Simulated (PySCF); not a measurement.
H4MgOSi. Atoms are numbered in the order given.

```xyz
7

Mg     0.0000     0.0000     1.9041
H      0.0000     0.0000     3.5861
O      0.0000     0.0000     0.1065
Si     0.0000     0.0000    -1.5095
H     -1.2003    -0.6930    -2.0514
H      1.2003    -0.6930    -2.0514
H      0.0000     1.3860    -2.0514
```

Geometry optimised at B3LYP-D3(BJ)/def2-TZVP.

Level of theory: PySCF with TDA-CAM-B3LYP/def2-SVPD.

Vertical excitations; the highest root listed may be one member of a degenerate set. The molecule is in vacuum. State labels are in the subgroup Cs.

| state | symmetry | energy (eV) | λ (nm) | f | main pairs |
|---|---|---|---|---|---|
| S1 | A" | 6.16 | 201 | 0.006 | HOMO−1→LUMO (degenerate set) |
| S2 | A' | 6.16 | 201 | 0.006 | HOMO→LUMO (degenerate set) |
| S3 | A" | 6.93 | 179 | 0.228 | HOMO−2→LUMO+1 (degenerate set) |
| S4 | A' | 6.93 | 179 | 0.228 | HOMO−2→LUMO+2 (degenerate set) |
| S5 | A" | 6.97 | 178 | 0.000 | HOMO→LUMO+1 44 %, HOMO−1→LUMO+2 44 % |
| S6 | A" | 6.98 | 178 | 0.021 | HOMO−1→LUMO+2, HOMO→LUMO+1 (degenerate set) |
| S7 | A' | 6.98 | 178 | 0.021 | HOMO−1→LUMO+1, HOMO→LUMO+2 (degenerate set) |
| S8 | A' | 7.15 | 173 | 0.223 | HOMO−2→LUMO 79 % |
| S9 | A' | 7.34 | 169 | 0.347 | HOMO→LUMO+2 40 %, HOMO−1→LUMO+1 40 %, HOMO−2→LUMO 13 % |
| S10 | A' | 8.04 | 154 | 0.016 | HOMO→LUMO+7 67 %, HOMO−3→LUMO 18 % |
| T1 | A' | 5.33 | 233 | 0 | HOMO−2→LUMO 85 % |
| T2 | A" | 5.92 | 209 | 0 | HOMO−1→LUMO (degenerate set) |
| T3 | A' | 5.92 | 209 | 0 | HOMO→LUMO (degenerate set) |
| T4 | A" | 6.10 | 203 | 0 | HOMO−2→LUMO+1 84 %, HOMO−2→LUMO+5 13 % |
Triplets are in the Tamm–Dancoff approximation.
